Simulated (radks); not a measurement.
Species: Ho2+. Configuration: [Xe] 4f11.

Calculated with a radial shooting solver on a logarithmic mesh with Libxc functionals: scalar-relativistic Kohn-Sham, PBE, spin-unpolarised, spherical densities, point nucleus.

Energy parts (hartree):
total: -12615.6820
kinetic: 13645.3438
electron-nucleus: -30884.9508
Hartree: 4893.8797
exchange-correlation: -269.9546

Orbitals (lengths in bohr, moments of r in powers of bohr):
orbital  occ.  eigenvalue (hartree)      <r^2>
1s          2             -2040.145  0.0005880
2s          2             -341.6754   0.009167
2p          6             -302.7264   0.007441
3s          2             -76.71131    0.06036
3p          6             -64.81131    0.06071
3d         10             -49.72399    0.05072
4s          2             -15.56744     0.3039
4p          6             -11.65276     0.3444
4d         10              -6.36749     0.4133
5s          2              -2.37646      1.832
5p          6              -1.47301      2.592
4f         11              -0.63498     0.9677
6s          0              -0.54011      12.48
5d          0              -0.49686      7.091
6p          0              -0.37539      19.08

The highest occupied level is 4f at -17.279 eV. Summed over all electrons, <r^2> = 37.72 bohr^2, which gives a Langevin (diamagnetic) susceptibility term of -29.9 x 10^-6 cm^3/mol.
